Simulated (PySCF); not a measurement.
Compound: C₁₀H₂₀.
Numbering: `[CH3:1][CH:2]([CH3:3])[CH2:4][CH2:5][CH:6]1[CH2:7][CH2:8][CH2:9][CH2:10]1` (hydrogens: H11, H12, H13 on C1; H14 on C2; H15, H16, H17 on C3; H18, H19 on C4; H20, H21 on C5; H22 on C6; H23, H24 on C7; H25, H26 on C8; H27, H28 on C9; H29, H30 on C10)

Computed with PBE0-D3(BJ)/def2-SVP geometry optimisation, gas phase (PySCF 2.14.0).

(1) What internal coordinates does the optimisation give?

## Answers

(1) 
```tsv
bond	length (pm)	order
C1–C2, C2–C3	152.5	single
C2–C4	153.1	single
C4–C5	152.2	single
C5–C6	152.2	single
C6–C7	154.1	single
C7–C8	154.6	single
C8–C9	153.6	single
C9–C10	152.4	single
C6–C10	153.0	single
C1–H11 and 5 like bonds	110.2	single
C2–H14	110.7	single
C4–H18, C4–H19	110.5	single
C5–H20, C5–H21	110.5	single
C6–H22	110.7	single
C7–H23, C10–H29	110.1	single
C7–H24, C10–H30	110.4	single
C8–H25, C9–H28	110.2	single
C8–H26, C9–H27	110.1	single
```

Bonds in one row agree within 1 pm and their mean is given. Orders are formal, as drawn. A selection of angles:
```tsv
angle	degrees
C1–C2–C3	110.7
C1–C2–C4	110.6
C3–C2–C4	112.5
C2–C4–C5	115.3
C4–C5–C6	114.0
C5–C6–C7	115.0
C7–C6–C10	103.4
C6–C7–C8	106.3
C7–C8–C9	105.7
C8–C9–C10	103.9
C6–C10–C9	103.3
```

Dihedral angles: C1–C2–C4–C5 172° (antiperiplanar); C2–C4–C5–C6 -177° (antiperiplanar); C4–C5–C6–C7 64° (synclinal); C5–C6–C7–C8 150°; C6–C7–C8–C9 1° (synperiplanar); C7–C8–C9–C10 -25° (synperiplanar); C8–C9–C10–C6 40° (synclinal); C5–C6–C10–C9 -166° (antiperiplanar). The mirror-image conformer, all signs reversed, is as good.

The 5-membered ring C6–C7–C8–C9–C10 has internal angles of 103.3° to 106.3°; it is puckered, 0.18 Å rms from its mean plane, widest ring torsion 40°. Of the pairs four or more bonds apart, H17···H21 is among the closest relative to their van der Waals radii: 2.22 Å, 93 % of the sum of Bondi's values. The 10 C–C bonds span 1.522 Å (C5–C6, drawn single) to 1.546 Å (C7–C8, drawn single), a spread of 0.024 Å.

Point group: C1 (no symmetry element, even within 0.4 Å). No frequency check. One conformer, not necessarily the lowest.

On an Arm Neoverse N1 with one thread, no GPU, shared host with 64 logical CPUs at a one-minute load of 58, this took 3.9 min and 0.96 GiB of memory at its peak. These figures are those of the optimisation.
